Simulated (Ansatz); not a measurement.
Z-matrix (Å, degrees):
```
Si
F 1 1.5963
O 1 1.6295 2 110.95
H 3 0.9579 1 119.13 2 71.64
H 1 1.4742 2 108.20 3 -116.32
H 1 1.4818 5 113.75 3 -123.33
```
Charge 0, spin multiplicity 1.

Method: frozen-core CCSD(T)/def2-TZVPP // PBE0-D4/def2-TZVP (Ansatz, a first-principles code).

```json
{
 "HF energy": "-465.19471 Ha",
 "MP2 correlation energy": "-0.61617 Ha"
}
```

Estimate the CCSD correlation energy, the (T) correction, the total energy and the T1 diagnostic.


- CCSD correlation energy = -0.63317 Ha
- (T) correction = -0.01879 Ha
- CCSD(T) total energy = -465.84667 Ha
- T1 diagnostic = 0.011
